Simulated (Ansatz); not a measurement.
Input file for Ansatz (a program for electronic structure): U-CCSD(T)/def2-TZVPP on CdF, 2S+1 = 2, a spin state set in the input, which need not be the lowest, a point of a bond scan (R = 1.992 Å). Elements past Kr take the def2 small-core potentials; no spin–orbit coupling.

Ansatz 0.2 input:
```yaml
crystal:
  periodic: [false, false, false]
  atoms:
    - {symbol: Cd, position_ang: [0.00000000, 0.00000000, 0.00000000]}
    - {symbol: F, position_ang: [0.00000000, 0.00000000, 1.99192900]}
basis:
  gaussian:
    orbitals: def2-TZVPP
magnetization: {spin_polarized: true, initial_magnetization: 1}
correlation: {method: ccsd_t, electrons: valence}
output: {orbitals: {seedname: ./end}}
```

The log:

```
WARN ansatz: RAYON_NUM_THREADS=2 ignored (pool sized by the plan → 2); use --threads N
Functional definition: HF
integrals: 0.12 GiB planned
601 factors; integrals over basis functions are off by at most 1.5e-3 eV
mean field: 0.18 GiB planned
mean field evaluation 1: about -7245.2250 eV, gradient 2.5e1 eV
mean field evaluation 2: about -7245.2339 eV, gradient 2.5e1 eV
mean field evaluation 4: about -7247.6963 eV, gradient 1.9e0 eV
mean field evaluation 8: about -7247.7750 eV, gradient 2.1e-1 eV
mean field evaluation 16: about -7246.3946 eV, gradient 2.2e1 eV
mean field evaluation 32: about -7244.2864 eV, gradient 2.0e-6 eV
mean field evaluation 64: about -7241.0819 eV, gradient 3.6e-2 eV
mean field evaluation 96: about -7244.2864 eV, gradient 1.4e-2 eV
mean field evaluation 128: about -7247.2438 eV, gradient 5.2e0 eV
mean field evaluation 160: about -7243.5911 eV, gradient 4.4e-1 eV
mean field evaluation 192: about -7240.9881 eV, gradient 5.1e-3 eV
mean field -7247.77609722 eV, -266.3508588536 hartree, gradient 2.5e-6 eV, S^2 0.754181; 3 other end points of the search recorded, 0 dependent functions left out
determinant -7247.77609722 eV, -266.3508588536 hartree, with singles and doubles -7272.60642993 eV, -267.2633567503 hartree
determinant -7244.28636926 eV, -266.2226137166 hartree, with singles and doubles -7268.61728750 eV, -267.1167584700 hartree
1 core orbitals not correlated
reference -7247.77609722 eV, -266.3508588536 hartree; 14, 13 occupied and 72, 73 virtual orbitals, 601 factors
second order -25.64107131 eV of doubles, -0.00000000 eV of singles
coupled cluster: 0.52 GiB planned
cycle   1  -24.83757394 eV  change   -7.2e-3 eV  update   2.9e-3
cycle   2  -24.83733548 eV  change    2.4e-4 eV  update   1.9e-3
cycle   3  -24.83706753 eV  change    2.7e-4 eV  update   1.4e-3
cycle   4  -24.83897660 eV  change   -1.9e-3 eV  update   2.7e-4
cycle   5  -24.83916865 eV  change   -1.9e-4 eV  update   1.3e-4
cycle   6  -24.83904706 eV  change    1.2e-4 eV  update   3.1e-5
cycle   7  -24.83902624 eV  change    2.1e-5 eV  update   1.0e-5
perturbative correction -0.67858828 eV, -0.0249376594 hartree
Total energy: -7273.29371174 eV, -267.2886138908 hartree
```

Self-consistency was reached.

Cost: very roughly 40 core-seconds.
